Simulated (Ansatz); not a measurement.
One change: `[SeH][SiH]1BO1` becomes `B1O[SiH2]1`.

Ansatz, PBE0-D4/def2-TZVP geometries, multiplicity 1. Each molecule was computed in one conformer, which needn't be the lowest.

Scalar relativity is left out up to krypton. Spin–orbit coupling is left out; it splits and shifts lone-pair levels of the heavy atoms by tenths of an eV.

```tsv
property	`[SeH][SiH]1BO1`
ideal-gas entropy at 298 K and 1 bar (rigid rotor, harmonic PBE0-D4/def2-TZVP) / J/(mol·K)	323
HOMO–LUMO gap (B3LYP/def2-TZVPP) / eV	5.39
HOMO energy (B3LYP/def2-TZVPP) / eV	-6.87
size of the dipole moment (B3LYP/def2-TZVPP) / D	1.09
LUMO energy (ωB97M-V/def2-TZVPP) / eV	0.70
LUMO energy (PBE/def2-TZVPP) / eV	-2.25
```

(1) Give the same properties after the change, and the shifts. (Best estimate.)

Results:

(1) Ansatz gave: 
| property | `B1O[SiH2]1` | shift |
| --- | --- | --- |
| ideal-gas entropy at 298 K and 1 bar (rigid rotor, harmonic PBE0-D4/def2-TZVP) / J/(mol·K) | 264 | -59 |
| HOMO–LUMO gap (B3LYP/def2-TZVPP) / eV | 5.69 | 0.30 |
| HOMO energy (B3LYP/def2-TZVPP) / eV | -6.92 | -0.05 |
| size of the dipole moment (B3LYP/def2-TZVPP) / D | 1.15 | 0.06 |
| LUMO energy (ωB97M-V/def2-TZVPP) / eV | 1.00 | 0.30 |
| LUMO energy (PBE/def2-TZVPP) / eV | -2.04 | 0.21 |

The zero-point energy changes by -2.5 kJ/mol with -3 modes. Dipoles are sizes alone; their direction can turn.

B3LYP here is the variant with VWN-RPA as its local correlation; programs differ in this.
